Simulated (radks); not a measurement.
Problem. The mean radii <r> (bohr) of the occupied orbitals of an atom or ion are listed with their occupations. Calculated with a radial shooting solver on a logarithmic mesh with Libxc functionals: Dirac Kohn-Sham, BLYP, spin-unpolarised, spherical densities, finite nucleus; Fermi nuclear charge, rms radius of each element as measured or else 0.836 A^(1/3) + 0.57 fm.

| orbital | occ. | <r> |
|---|---|---|
| 1s1/2 | 2 | 0.02232 |
| 2s1/2 | 2 | 0.09460 |
| 2p1/2 | 2 | 0.07907 |
| 2p3/2 | 4 | 0.08580 |
| 3s1/2 | 2 | 0.2492 |
| 3p1/2 | 2 | 0.2388 |
| 3p3/2 | 4 | 0.2517 |
| 3d3/2 | 4 | 0.2236 |
| 3d5/2 | 6 | 0.2276 |
| 4s1/2 | 2 | 0.5643 |
| 4p1/2 | 2 | 0.5768 |
| 4p3/2 | 4 | 0.6056 |
| 4d3/2 | 4 | 0.6419 |
| 4d5/2 | 6 | 0.6519 |
| 5s1/2 | 2 | 1.318 |
| 5p1/2 | 2 | 1.448 |
| 5p3/2 | 4 | 1.523 |
| 4f5/2 | 5 | 0.8204 |

Name the element and its charge. Open shells, if any, fill j = l - 1/2 first.

Solution. Z = 63, europium, charge +4: Eu4+ in [Xe] 4f5. The 1s radius gives Z: for a bare nucleus <r> = (2 gamma + 1)/(2Z) with gamma = sqrt(1 - (Z/c)^2), 0.02203 bohr for Z = 63, and screening makes it slightly larger (0.02232 here). The occupations add up to 59, and the charge is Z minus that.
